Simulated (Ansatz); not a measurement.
Species: CHBrF, charge -1, multiplicity 1. It need not be the lowest isomer of its formula. Whether it binds its extra electron was not tested at this geometry. 
Coordinates optimised at B3LYP-D3(BJ)/def2-TZVP (Ansatz, a program for electronic structure):
```xyz
4

F     -1.9548     0.8954    -0.0431
C     -1.4573    -0.3923     0.2513
Br     0.7958    -0.1380    -0.0105
H     -1.5180    -0.8741    -0.7515
```
Charge -1, spin multiplicity 1.

Basis-set convergence of Hartree-Fock and CCSD correlation energies (hartree) with Ansatz. Cores are frozen in the correlated levels unless marked. No spin-orbit coupling. The frozen core is the preceding noble-gas configuration, with the filled d and f shells of earlier blocks. No relativistic terms.

```tsv
basis	functions	E(HF)	E(corr, CCSD)
aug-cc-pVDZ	91	-2710.24514	-0.50089
aug-cc-pVTZ	174	[?]	[?]
```

Problem. What belongs in the gaps?

Solution. 
- aug-cc-pVTZ, E(HF): -2710.35318
- aug-cc-pVTZ, E(corr, CCSD): -0.62226
